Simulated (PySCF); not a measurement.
A calculated (wB97M-V, PySCF 2.14, def2-QZVPPD, the non-relativistic Hamiltonian (point nucleus)) atom or ion has these occupied shells.

| shell | electrons | orbital energy (eV) | rms radius, mean of both spins (bohr) |
| --- | --- | --- | --- |
| 1s β | 1 | -4873.6 | 0.0812 |
| 1s α | 1 | -4873.6 | 0.0812 |
| 2s α | 1 | -540.83 | 0.354 |
| 2s β | 1 | -539.97 | 0.354 |
| 2p α | 3 | -449.41 | 0.322 |
| 2p β | 3 | -448.71 | 0.322 |
| 3s α | 1 | -63.446 | 1.10 |
| 3s β | 1 | -60.884 | 1.10 |
| 3p α | 3 | -39.263 | 1.21 |
| 3p β | 3 | -36.254 | 1.21 |
| 3d α | 4 | -4.101 | 2.62 |

Name the element and its charge.

Ti (titanium, neutral), in [Ar] 3d4, high-spin 5D determinant (an excited configuration).
